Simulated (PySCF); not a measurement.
# Radial density of Cu(25+) (copper, charge +25)

UHF, [He] 2s2, closed-shell 1S. Computed with PySCF 2.14 in an even-tempered Gaussian basis (19 s from 7 bohr⁻², ratio 2.2; 8 p from 11 bohr⁻², ratio 2.4; 5 d from 33 bohr⁻², ratio 2.4; 5 f from 49 bohr⁻², ratio 2.4; 4 g from 74 bohr⁻², ratio 2.4), with the spin-free X2C one-electron Hamiltonian (Gaussian nucleus).

```json
{"r (bohr)": "0.00114", "4πr²ρ (e/bohr)": "0.3771"}
{"r (bohr)": "0.00191", "4πr²ρ (e/bohr)": "0.9490"}
{"r (bohr)": "0.00321", "4πr²ρ (e/bohr)": "2.322"}
{"r (bohr)": "0.00540", "4πr²ρ (e/bohr)": "5.425"}
{"r (bohr)": "0.00909", "4πr²ρ (e/bohr)": "11.69"}
{"r (bohr)": "0.0153", "4πr²ρ (e/bohr)": "21.89"}
{"r (bohr)": "0.0257", "4πr²ρ (e/bohr)": "32.16"}
{"r (bohr)": "0.0432", "4πr²ρ (e/bohr)": "30.93"}
{"r (bohr)": "0.0727", "4πr²ρ (e/bohr)": "14.93"}
{"r (bohr)": "0.122", "4πr²ρ (e/bohr)": "8.092"}
{"r (bohr)": "0.206", "4πr²ρ (e/bohr)": "10.21"}
{"r (bohr)": "0.346", "4πr²ρ (e/bohr)": "2.456"}
{"r (bohr)": "0.582", "4πr²ρ (e/bohr)": "0.03797"}
```

Densities and radii are taken from the X2C orbitals without a picture-change correction, which distorts them close to the nucleus.
